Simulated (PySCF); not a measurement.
Electron correlation in C²⁺ (carbon, charge +2)

[He] 2s2, closed-shell 1S. Computed with PySCF 2.14 in cc-pVTZ-DK (4s3p2d1f, 30 functions), with the spin-free X2C one-electron Hamiltonian (Gaussian nucleus). Frozen: 1s2; 2 electrons correlated.

Total MP2 correlation energy: -42.99 mhartree.

Same-spin part 0.00 and opposite-spin part -42.99 mhartree; SCS-MP2 scales them by 1/3 and 6/5 to -51.59 mhartree.

With two correlated electrons CCSD is exact within the correlated space (frozen core and kept virtual orbitals).

```csv
level,correlation energy (mhartree)
CCSD,-72.84
```

Diagnostics: T1 = 0.0085, D1 = 0.0120, largest double amplitude 0.155.

Task: Is a single reference adequate?

Result: Not fully. A double-excitation amplitude exceeds 0.15, a sign of near-degeneracy.
